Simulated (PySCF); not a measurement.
Species: C3H7BS2.
Atom-mapped SMILES: `[CH3:1][B:2]1[S:3][CH2:4][CH2:5][S:6]1` (hydrogens: H7, H8, H9 on C1; H10, H11 on C4; H12, H13 on C5)

Cartesian coordinates in Å at the PBE0-D3(BJ)/def2-SVP level; atoms count from 1:
```xyz
13
C3H7BS2 angstrom
C      2.4122    0.5430    0.0735
B      0.8906    0.1682    0.0255
S      0.1344   -0.7319   -1.3410
C     -1.4874   -0.9707   -0.5303
C     -1.7807    0.2005    0.3833
S     -0.2722    0.6425    1.3177
H      2.7852    0.6298    1.1051
H      3.0439   -0.1721   -0.4732
H      2.5514    1.5315   -0.3979
H     -1.4418   -1.9124    0.0387
H     -2.2567   -1.0751   -1.3099
H     -2.0927    1.0855   -0.1929
H     -2.5770   -0.0428    1.1024
```

Computed, not measured: PySCF 2.14.0, PBE0-D3(BJ)/def2-SVP geometry optimisation, gas phase.

Take the most abundant isotopes and a rigid rotor. The values belong to one conformer with, in the numbering `[CH3:1][B:2]1[S:3][CH2:4][CH2:5][S:6]1`, C1–B2–S3–C4 172°, B2–S3–C4–C5 32°, S3–C4–C5–S6 -43°, C4–C5–S6–B2 32°.

**Question.** Give the principal moments of inertia and the rotational constants in cm⁻¹.

**Answer.** Ia = 171.07, Ib = 202.05, Ic = 357.76 u·Å²; 505379 MHz·u·Å²/I gives 2954, 2501 and 1413 MHz, that is A = 0.09854, B = 0.08343, C = 0.04712 cm⁻¹.

**Question.** What kind of rotor is it?

**Answer.** An asymmetric top: κ = (2 × 2501 − 2954 − 1413)/(2954 − 1413) = 0.41.

**Question.** What does the inertial defect say?

**Answer.** Not planar: Δ = Ic − Ia − Ib = -15.36 u·Å². For a rigid frame Δ = −2 Σ m c², so Σ m c² = 7.68 u·Å² lies off the ab plane: 5.45 from hydrogen and 2.23 from heavier atoms. The atom farthest from that plane is 1.39 Å away.

**Question.** Give the other two planar moments, Paa and Pbb, and the rms extents of the mass along the axes.

**Answer.** Paa = Σ m a² = (Ib + Ic − Ia)/2 = 194.37 and Pbb = Σ m b² = (Ia + Ic − Ib)/2 = 163.39 u·Å². With the mass M = 118.01 u, the rms extents √(P/M) along a, b and c are 1.28, 1.18, 0.26 Å.

**Question.** Where do the levels up to J = 5 lie, in cm⁻¹?

**Answer.** Above 0(0,0):
J = 1: 1(0,1) 0.1306, 1(1,1) 0.1457, 1(1,0) 0.1820
J = 2: 2(0,2) 0.3666, 2(1,2) 0.3705, 2(1,1) 0.4794, 2(2,1) 0.5247, 2(2,0) 0.5497
J = 3: 3(0,3) 0.6943, 3(1,3) 0.6949, 3(1,2) 0.8987, 3(2,2) 0.9164, 3(2,1) 1.0054, 3(3,1) 1.0954, 3(3,0) 1.1096
J = 4: 4(0,4) 1.1148, 4(1,4) 1.1148, 4(1,3) 1.4125, 4(2,3) 1.4167, 4(2,2) 1.6007, 4(3,2) 1.6473, 4(3,1) 1.7128, 4(4,1) 1.8597, 4(4,0) 1.8664
J = 5: 5(0,5) 1.6292, 5(1,5) 1.6292, 5(1,4) 2.0155, 5(2,4) 2.0163, 5(2,3) 2.3031, 5(3,3) 2.3186, 5(3,2) 2.4742, 5(4,2) 2.5656, 5(4,1) 2.6079, 5(5,1) 2.8189, 5(5,0) 2.8218
The levels of one J sum to (2J + 1)J(J + 1)(A + B + C)/3.

**Question.** Which types of transition are allowed, and where do some lines up to J = 4 fall?

**Answer.** The dipole components are |μa| = 1.37 D, |μb| = 0.04 D, |μc| = 0.11 D. The squared components, which scale the intensities, stand as 1.00 : 0.00 : 0.01 (a : b : c). Some of the stronger lines:

```csv
type,branch,"J(Ka,Kc)",MHz,lower level (cm⁻¹)
a,Q,"3(3,0) ← 3(3,1)",423,1.095
a,Q,"2(2,0) ← 2(2,1)",750,0.525
a,Q,"1(1,0) ← 1(1,1)",1089,0.146
a,Q,"4(3,1) ← 4(3,2)",1965,1.647
a,Q,"3(2,1) ← 3(2,2)",2670,0.916
a,Q,"2(1,1) ← 2(1,2)",3266,0.370
a,R,"1(0,1) ← 0(0,0)",3914,0.000
c,R,"1(1,0) ← 0(0,0)",5455,0.000
a,Q,"4(2,2) ← 4(2,3)",5517,1.417
a,Q,"3(1,2) ← 3(1,3)",6109,0.695
a,R,"2(1,2) ← 1(1,1)",6739,0.146
a,R,"2(0,2) ← 1(0,1)",7078,0.131
a,R,"2(1,1) ← 1(1,0)",8917,0.182
a,Q,"4(1,3) ← 4(1,4)",8922,1.115
a,R,"3(1,3) ← 2(1,2)",9726,0.370
a,R,"3(0,3) ← 2(0,2)",9822,0.367
a,R,"3(2,2) ← 2(2,1)",11742,0.525
a,R,"3(1,2) ← 2(1,1)",12569,0.479
a,R,"4(1,4) ← 3(1,3)",12590,0.695
a,R,"4(0,4) ← 3(0,3)",12606,0.694
a,R,"3(2,1) ← 2(2,0)",13661,0.550
a,R,"4(2,3) ← 3(2,2)",14998,0.916
a,R,"4(1,3) ← 3(1,2)",15403,0.899
a,R,"4(3,2) ← 3(3,1)",16544,1.095
a,R,"4(2,2) ← 3(2,1)",17846,1.005
a,R,"4(3,1) ← 3(3,0)",18085,1.110
c,R,"4(4,1) ← 3(3,1)",22911,1.095
```

Whether it is a minimum is left open (no frequencies). Constants of a rigid frame at the computed geometry: no zero-point averaging, no centrifugal distortion. A rigid rotor knows nothing of internal rotation, which can split or shift real lines. Quadrupole hyperfine structure (11B) is left out.

On Arm Neoverse V1, one thread, on a shared host, this took 50 s and 0.50 GiB of memory at its peak. These figures are those of the optimisation.
